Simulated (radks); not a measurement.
Question: Cd, configuration [Kr] 4d10 5s2. Method: Dirac Kohn-Sham, PBEsol, spin-unpolarised, spherical densities, point nucleus; computed with a radial shooting solver on a logarithmic mesh with Libxc functionals. Some entries of the table are withheld. Estimate them.

orbital,occ.,eigenvalue (hartree),<1/r> (bohr^-1),<r> (bohr)
1s1/2,2,-973.6763,(1),0.03041
2s1/2,2,-144.5238,11.69,0.1313
2p1/2,2,-134.5630,11.67,0.1112
2p3/2,4,-127.4960,10.93,0.1164
3s1/2,2,-26.92882,4.102,0.3583
3p1/2,2,-22.93728,4.010,0.3496
3p3/2,4,-21.67518,3.830,0.3606
3d3/2,4,-14.60580,(2),0.3328
3d5/2,6,-14.34923,(3),0.3363
4s1/2,2,-3.88592,1.583,0.8790
4p1/2,2,-2.60541,1.461,0.9391
4p3/2,4,-2.39045,1.403,0.9704
4d3/2,4,-0.44650,1.063,1.279
4d5/2,6,-0.42085,1.046,1.300
5s1/2,2,-0.20949,0.4467,2.880
5p1/2,0,-0.04671,0.2995,4.338
5p3/2,0,-0.04002,0.2829,4.584

Answer: 
(1) 1s1/2 <1/r> (bohr^-1): 50.63
(2) 3d3/2 <1/r> (bohr^-1): 3.670
(3) 3d5/2 <1/r> (bohr^-1): 3.624
